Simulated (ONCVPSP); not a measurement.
# Varying the ONCV potential for W (Z = 74)

Base potential:

```
Element                 : W (Z = 74)
Generator               : ONCVPSP 4.0.1
Type                    : optimised norm-conserving Vanderbilt (ONCV)
Functional              : BLYP
Relativity              : scalar-relativistic
Frozen core             : [Kr] 4d10 4f14
Valence charge          : 14
Reference configuration : 5s2 5p6 5d4 6s2
Partial waves           : 5s+6s: rc 1.75 bohr, ncon 5, nbas 10, qcut 5.6 1/bohr, 2 projectors; 5p: rc 1.75 bohr, ncon 4, nbas 9, qcut 7.8 1/bohr, 2 projectors, debl 3.3 Ha; 5d: rc 2.60 bohr, ncon 3, nbas 8, qcut 5.4 1/bohr, 2 projectors, debl 3.5 Ha; f scattering state at 0.15 Ha: rc 2.10 bohr, ncon 4, nbas 7, qcut 5.7 1/bohr, 3 projectors, debl 2.9 Ha
Local potential         : polynomial inside 1.55 bohr (lpopt 5, dvloc0 0 Ha)
Core correction         : Teter function, fcfact 1.5, rcfact 1.15
```

All-electron outer shells of the reference configuration (BLYP, scalar-relativistic, ld1.x):

| shell | level (eV) | outermost node (bohr) | outermost maximum (bohr) |
| --- | --- | --- | --- |
| 5s | -78.92 | 0.53 | 0.96 |
| 5p | -43.02 | 0.57 | 1.09 |
| 4f | -32.97 | – | 0.43 |
| 6s | -5.60 | 1.28 | 2.64 |
| 5d | -4.34 | 0.63 | 1.50 |

Cutoffs, loose and tight: the cutoffs (Ha) at which the residual kinetic energy of the hardest occupied pseudo-wave falls to 1 and 0.1 mHa per electron. They do not see the model core or the augmentation charge, which bear on the density cutoff. Test errors are all-electron minus pseudo excitation energies from the reference, over the configurations 5s2 5p6 5d4 6s1; 5s2 5p6 5d4 6s0; 5s2 5p6 5d3 6s0; 5s2 5p6 5d3 6s2. A dash means not determined; rows that change the core or the reference have their own tests.

For the base: The cutoffs count occupied waves only; projector 3 of the f channel, the hardest unoccupied one, needs 82 Ha at the loose tolerance.

A true bound ghost makes a file unfit for plane-wave use even where its test errors are small: the radial tests pick states by their node count and pass the ghost by.

```csv
change,outcome,"cutoff, loose","cutoff, tight",bound ghosts,GHOST(+) flags above zero,largest test error (meV)
base,generated,19 Ha,84 Ha,none,"s, f",+12
"all radii but the core radius scaled by about 0.86 (s 1.50, p 1.50, d 2.22, f 1.80 bohr); local potential polynomial inside 1.32 bohr (lpopt 5, dvloc0 0 Ha)",generated,85 Ha,132 Ha,f,"s, f",-4.9
"all radii but the core radius scaled by about 0.92 (s 1.62, p 1.62, d 2.40, f 1.94 bohr); local potential polynomial inside 1.42 bohr (lpopt 5, dvloc0 0 Ha)",generated,38 Ha,108 Ha,f,f,-7.6
"all radii but the core radius scaled by about 1.06 (s 1.86, p 1.86, d 2.76, f 2.24 bohr); local potential polynomial inside 1.64 bohr (lpopt 5, dvloc0 0 Ha)",generated,13 Ha,38 Ha,f,f,+17
"all radii but the core radius scaled by about 1.20 (s 2.10, p 2.10, d 3.12, f 2.52 bohr); local potential polynomial inside 1.86 bohr (lpopt 5, dvloc0 0 Ha)",generated,12 Ha,14 Ha,none,d,-30
"all radii but the core radius scaled by about 1.26 (s 2.20, p 2.20, d 3.26, f 2.64 bohr); local potential polynomial inside 1.94 bohr (lpopt 5, dvloc0 0 Ha)",generated,12 Ha,15 Ha,none,none,+37
"all radii but the core radius scaled by about 1.34 (s 2.34, p 2.34, d 3.48, f 2.80 bohr); local potential polynomial inside 2.08 bohr (lpopt 5, dvloc0 0 Ha)",generated,13 Ha,16 Ha,none,none,+48
```

(1) What comes out with this change to the base: all radii but the core radius scaled by about 1.10 (s 1.94, p 1.94, d 2.86, f 2.32 bohr); local potential polynomial inside 1.72 bohr (lpopt 5, dvloc0 0 Ha)?

(2) What comes out with this change to the base: all radii but the core radius scaled by about 0.79 (s 1.38, p 1.38, d 2.06, f 1.66 bohr); local potential polynomial inside 1.22 bohr (lpopt 5, dvloc0 0 Ha)?

## Answers

(1) outcome: generated; cutoff, loose: 12 Ha; cutoff, tight: 19 Ha; bound ghosts: none; GHOST(+) flags above zero: s, f; largest test error (meV): +20.

(2) outcome: generated; cutoff, loose: 135 Ha; cutoff, tight: 160 Ha; bound ghosts: f; GHOST(+) flags above zero: s, d, f; largest test error (meV): -5.0.

Reading the sweep of the scale of all radii but the core radius (base = 1) (base included, trends over the rows without a ghost): The loose cutoff is not monotonic: lowest 12 Ha at 1.2, highest 19 Ha at 1. The median size of the test errors (rows with all tests solved) is not monotonic: lowest 9.3 meV at 1, highest 28.6 meV at 1.2. Bound ghosts are found at 0.79, 0.86, 0.92, 1.06.
